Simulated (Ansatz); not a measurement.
`N#[C][InH2]`, relaxed with RKS PBE0-D4/def2-TZVP in Ansatz from a PBE-D4/def2-SVP geometry. The force threshold is 0.005 eV/Å; the program also tests the step.

The species carries charge 0 and has multiplicity 1. In takes the def2 core potential.

Start:

```xyz
5

N     2.320    0.906    0.382
C     1.237    0.483    0.204
In   -0.752   -0.293   -0.124
H    -0.936   -1.960    0.282
H    -1.869    0.865   -0.744
```

```json
{"step": "1", "energy (eV)": "-7730.0372", "largest force (eV/Å)": "1.879", "largest move (Å)": "0.000"}
{"step": "2", "energy (eV)": "-7730.0721", "largest force (eV/Å)": "0.125", "largest move (Å)": "0.039"}
{"step": "3", "energy (eV)": "-7730.0739", "largest force (eV/Å)": "0.011", "largest move (Å)": "0.011"}
{"step": "4", "energy (eV)": "-7730.0739", "largest force (eV/Å)": "0.003", "largest move (Å)": "0.002"}
```

End:

```xyz
5

N     2.289    0.894    0.377
C     1.226    0.479    0.202
In   -0.741   -0.289   -0.122
H    -0.927   -1.935    0.278
H    -1.848    0.852   -0.735
```

It took 8.5 s on 2 threads of a server CPU on a shared host, with 0.23 GiB of host memory at the peak.
